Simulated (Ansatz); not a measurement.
System: C3H8As, net charge 0, doublet state. It need not be the lowest isomer of its formula. SMILES: C[C](C)[AsH2]
Geometry from a B3LYP-D3(BJ)/def2-TZVP (Ansatz, a program for electronic structure) optimisation:
```
C
C 1 1.4913
H 2 1.0913 1 112.66
H 2 1.0956 3 107.96 1 -122.35
H 2 1.1008 3 107.17 4 -114.07
C 1 1.4913 2 118.15 3 -170.13
H 6 1.0913 1 112.66 2 170.13
H 6 1.0956 7 107.96 1 122.35
H 6 1.1008 7 107.17 8 114.07
As 1 1.9361 2 119.05 3 31.90
H 10 1.5281 1 96.42 2 -53.86
H 10 1.5281 11 93.73 1 96.90
```
Charge 0, spin multiplicity 2.

Computed values are from Ansatz. Cores are frozen in the correlated levels unless marked. UHF or UKS for open shells. Spin-orbit coupling is left out. The frozen core is the preceding noble-gas configuration, with the filled d and f shells of earlier blocks. Non-relativistic. Basis-set limits of correlation are two-point, X^-3; Hartree-Fock from the larger set. The bracket is a focal-point correction in the basis named.

Problem. What is the total energy at RI-MP2/CBS(cc-pVTZ,cc-pVQZ)+[CCSD(T)-MP2]/cc-pVTZ?

Solution. -2353.3043 Eh.

Problem. What is the atomisation energy De at RI-MP2/CBS(cc-pVTZ,cc-pVQZ)+[CCSD(T)-MP2]/cc-pVTZ?

Solution. 4183.7 kJ/mol.

Problem. What is the T1 diagnostic at CCSD/cc-pVTZ?

Solution. 0.014.

Problem. What is the dipole moment at CCSD(T)/aug-cc-pVDZ?

Solution. 0.92 D.
